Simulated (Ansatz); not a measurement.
Basis-set extrapolation for C₂H₉NSSi (`CC(S)N[SiH3]`) (PBE0-D4/def2-TZVP geometry, frozen core, Ansatz 0.2.0). Multiplicity 1, RHF reference.

```tsv
	def2-TZVPP	def2-QZVPP
HF	-821.979076	-822.006327
MP2 correlation	-0.871555	-0.933789
CCSD(T) correlation	-0.972425	not run
```

Energies in hartree. Use E(X) = E(∞) + A·exp(−7.88·√X) for Hartree–Fock and E(X) = E(∞) + B·X^(−2.97) for correlation, with X = 3 and 4, and add CCSD(T) minus MP2 of the smaller set to the MP2 limit.

**Question.** What is the CCSD(T) energy at the basis-set limit?

**Answer.** HF limit: -822.006327 + (-0.027251) × 0.13774 = -822.01008. MP2 limit: -0.933789 + (-0.062234) × 0.74074 = -0.97989. Higher-order term: -0.972425 − (-0.871555) = -0.10087. Total: -823.09084 hartree, 87.4 kcal/mol below CCSD(T)/def2-TZVPP.
